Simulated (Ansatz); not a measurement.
```xyz
4

N     0.0000    0.0001   -0.6651
N     0.0000   -0.0001    0.6651
H     0.0000    1.0754   -0.9873
H     0.0000   -1.0754    0.9873
```

Basis set: def2-TZVP (spherical functions). Correlated methods keep 2 orbitals frozen. Charge 0, multiplicity 1.

Computed with Ansatz (development build ahead of 0.2.0); each method stands on the lowest determinant of its kind that the runs found. Restricted open shells among the atoms or ions are ROHF, correlated in semicanonical orbitals with singles.

The atomization energy at this shape (free ground-state atoms in the same class of orbitals less the molecule, no zero-point energy) of singlet N₂H₂:

| method | atomization energy |
| --- | --- |
| RHF | 5.71 eV |

Problem. What does RHF-MP2 give?

Solution. 11.78 eV. Caution: in another basis set an unrestricted determinant lies well below; the shape is not the minimum.
